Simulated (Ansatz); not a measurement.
GeH3O (SMILES [O][GeH3]): methods side by side

GeH3O: 5 atoms, total charge 0, spin state doublet. As SMILES, `[O][GeH3]`. The coordinates come from a PBE0-D4/def2-TZVP relaxation.

```xyz
5

O    -1.4439    0.4186    0.7773
Ge    0.0723   -0.0563   -0.0569
H    -0.1622   -0.0912   -1.5747
H     0.5480   -1.4181    0.4715
H     1.0357    1.0734    0.3414
```

Each level gives the energy change with the O1–Ge2 bond stretched from 1.795 to 3.589 Å (eV). The values are calculated.

| level | kind | program | value (eV) | less FCI/STO-3G |
| --- | --- | --- | --- | --- |
| UHF/STO-3G | Hartree–Fock | Ansatz | 2.12 | -0.71 |
| UB2PLYP/STO-3G | double hybrid | Ansatz | 3.53 | +0.70 |
| UMP2/STO-3G | perturbation theory | Ansatz | 2.63 | -0.20 |
| UCCSD(T)/STO-3G | coupled cluster or CI | Ansatz | 2.83 | 0.00 |
| UCCSDT(Q)/STO-3G | coupled cluster or CI | Ansatz | 2.83 | 0.00 |
| FCI/STO-3G | exact in the basis | Ansatz | 2.83 | 0.00 |

FCI/STO-3G is exact within its basis and frozen core, so for wave-function methods in that basis the difference is their error; functionals converge differently with the basis, so for them it is only a difference. All-electron rows without a relativistic Hamiltonian named are non-relativistic. The first shape isn't each level's own minimum. The values span 2.12 to 3.53 eV. Spin contamination of the reference (⟨S²⟩ at least 0.1 too high) touches UHF/STO-3G, UB2PLYP/STO-3G, UMP2/STO-3G, UCCSD(T)/STO-3G, UCCSDT(Q)/STO-3G. All rows use very small basis sets, so none should be taken for the real molecule's value. In the correlated wave-function rows the outer d shell of Ge is correlated, in sets not made for it.
